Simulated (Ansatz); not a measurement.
ZnTe2, relaxed as a triplet with UKS B3LYP-D4/def2-TZVP in Ansatz, starting from the B3LYP-D4/def2-TZVP geometry of the neutral singlet. Force threshold 0.02 eV/Å.

In the def2 sets Te takes a core potential; there is no spin–orbit coupling. The relaxation made no stability test and no search for a lower SCF solution. The structure comes from a short search, and lower isomers may exist.

Start:

```xyz
3

Zn   -0.6097    0.4865   -1.0711
Te    1.6384   -0.1348   -0.1744
Te   -1.0287   -0.3517    1.2455
```

(1) Estimate the energy that the relaxation releases and the steps that it takes.

(2) Does the start keep its bonding and symmetry?

(3) Predict the relaxed structure.

## Answers

(1) 15.7 kcal/mol, in 4 steps; 21 s on 4 threads of Arm Neoverse V1 on a shared host. No frequencies were taken in this run, so the end may be a saddle point.

(2) By distances, no bond broke or formed. The bond that changes most is Te2–Te3, from 3.03 to 2.72 Å (atoms count from 1). Point group C2v at the start, C2v at the end, both within 0.05 Å.

(3) 
```xyz
3

Zn   -0.732    0.584   -1.286
Te    1.563   -0.195    0.006
Te   -0.831   -0.389    1.280
```
Bond lengths: 2 × Te–Zn 2.75 Å; 1 × Te–Te 2.72 Å.
